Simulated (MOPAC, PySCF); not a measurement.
[Hf(Br)4], neutral singlet in the gas phase. 

Cartesian coordinates (Å):
```xyz
5

Hf     0.0000     0.0000     0.0000
Br     0.1048     2.2179    -1.1014
Br     1.4815    -0.0065     1.9871
Br     0.7443    -1.7486    -1.5911
Br    -2.3306    -0.4628     0.7055
```
Charge 0, spin multiplicity 1.

All levels are single points at this geometry (r2SCAN-D4/def2-SVP); Pople sets use spherical d functions. Orbital energies aren't observables, and empty levels follow the basis.

```
level                                         HOMO (eV)  LUMO (eV)  gap (eV)  dipole (D)  vertical IE, Delta-SCF (eV)
--------------------------------------------  ---------  ---------  --------  ----------  ---------------------------
B3LYP-D3(BJ)/def2-TZVP in PySCF                   -8.63      -2.61      6.02        0.00                            –
TPSSh-D3(BJ)/def2-TZVP in PySCF                   -8.27      -2.83      5.44        0.00                            –
B3LYP/6-311+G** (LANL2DZ on Br, Hf) in PySCF      -8.84      -3.16      5.68        0.00                            –
BP86/6-31G* (LANL2DZ on Hf) in PySCF              -7.81      -3.58      4.23        0.00                            –
HF/6-31G* (LANL2DZ on Hf) in PySCF               -11.81       0.34     12.16        0.00                        12.13
PM7 in MOPAC                                     -10.67      -2.17      8.50        0.00                            –
```
